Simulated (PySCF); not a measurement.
A species of formula H8OSeSi3 has this rotational fingerprint, computed with PBE0-D3(BJ)/def2-SVP geometry optimisation, gas phase in PySCF:

- Rotational constants: A = 2237, B = 834.2, C = 786.7 MHz
- Dipole components: |μa| = 0.65 D, |μb| = 0.36 D, |μc| = 1.28 D
- Inertial defect: -189.30 u·Å²
- κ: -0.93

Question: Which candidate fits, each taken in the one conformer that was computed?
A. `[SiH3:1][O:2][SiH2:3][Se:4][SiH3:5]` with Si1–O2–Si3–Se4 -51°, O2–Si3–Se4–Si5 -51°
B. `[SiH3:1][O:2][Si@@H:3]([SiH3:4])[SeH:5]` with Si1–O2–Si3–Si4 -147°, O2–Si3–Se5–H -71°
C. `[OH:1][Si@H:2]([SiH3:3])[Se:4][SiH3:5]` with H–O1–Si2–Si3 172°, O1–Si2–Se4–Si5 -129°

Answer: C. It is O[Si@H]([SiH3])[Se][SiH3], a near-prolate asymmetric top, point group C1. The candidates at the same level (rigid rotor, commonest isotopes):

```tsv
SMILES	A (MHz)	B (MHz)	C (MHz)	μa (D)	μb (D)	μc (D)	Δ (u·Å²)	point group	rotor
[SiH3]O[SiH2][Se][SiH3]	2168	932.6	775.4	0.63	0.40	0.16	-123.21	C1	asymmetric top
O[Si@H]([SiH3])[Se][SiH3]	2237	834.2	786.7	0.65	0.36	1.28	-189.30	C1	near-prolate asymmetric top
[SiH3]O[Si@@H]([SiH3])[SeH]	1309	1122	648.3	0.24	0.29	0.37	-57.03	C1	asymmetric top
```

`[SiH3]O[Si@@H]([SiH3])[SeH]` has A 41 % too low; `[SiH3]O[SiH2][Se][SiH3]` has B 12 % too high. No structure here is proved a minimum.
